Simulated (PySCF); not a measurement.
SnF3: fields on a plane

Level of theory: UPBE0 in PySCF with Sn def2-SVP with ECP28, F def2-SVP; scalar-relativistic core potentials, no spin–orbit coupling; density-fitted integrals.

The doublet minimum has Sn–F 1.935 Å (×3); F–Sn–F 106.0° (×3).

The plane holds Sn1 at (0.00, 0.00), F2 at (1.93, 0.00), F3 at (-0.53, 1.86) Å. Columns run from x = -2.55 to 4.35 Å, rows from y = 4.05 (top) to -1.95 Å, in steps of 0.3 Å. Other isomers or separated fragments may lie lower. Core electrons replaced by a potential are absent, the electrostatic potential uses the reduced nuclear charge, and values within about 0.7 Å of such atoms have no physical meaning.

Problem. Give the electrostatic potential (V) (cut at 20 V). Lower edges of the bins (V): '0' -1.16, '1' -1.03, '2' -0.84, '3' -0.52, '4' -0.03, '5' 0.76, '6' 2.01, '7' 4.00, '8' 7.14, '9' 12.11; top 20.0.

Solution. 
```
333332222233333333333333
333222222223333333333333
332221111122333333333333
332110000012333333333333
322101231012333333333333
321015776312333333333333
321048999633333333333333
332259999854444333333333
433359999865544322223333
444458999877654321122233
445567899998764320012233
555678999999877753001223
556679999999989996201223
556789999999999998400223
556789999999999998401223
556779999999989996201223
556678999999877753001223
555667899998765421012233
555566778877654322222333
555556667776654433333333
455555666666554443333333
```

Problem. Give the electron localisation function (set to 0 where the density is under 0.005 e/Å³). Every second row and column.

Solution. 
```
0.00 0.00 0.00 0.00 0.00 0.00 0.00 0.00 0.00 0.00 0.00 0.00
0.00 0.00 0.00 0.04 0.04 0.00 0.00 0.00 0.00 0.00 0.00 0.00
0.00 0.00 0.25 0.46 0.47 0.22 0.00 0.00 0.00 0.00 0.00 0.00
0.00 0.17 0.68 0.84 0.87 0.54 0.03 0.00 0.00 0.00 0.00 0.00
0.00 0.17 0.74 0.61 0.82 0.49 0.02 0.01 0.03 0.00 0.00 0.00
0.00 0.02 0.31 0.48 0.18 0.13 0.11 0.45 0.51 0.20 0.00 0.00
0.00 0.08 0.20 0.23 0.79 0.60 0.19 0.85 0.87 0.49 0.05 0.00
0.00 0.30 0.38 0.40 0.12 0.79 0.18 0.60 0.75 0.57 0.07 0.00
0.00 0.28 0.53 0.27 0.38 0.27 0.20 0.73 0.77 0.38 0.00 0.00
0.00 0.00 0.44 0.55 0.43 0.34 0.10 0.15 0.23 0.05 0.00 0.00
0.00 0.00 0.00 0.29 0.39 0.26 0.00 0.00 0.00 0.00 0.00 0.00
```

With an element this heavy the missing spin–orbit coupling can shift these numbers.
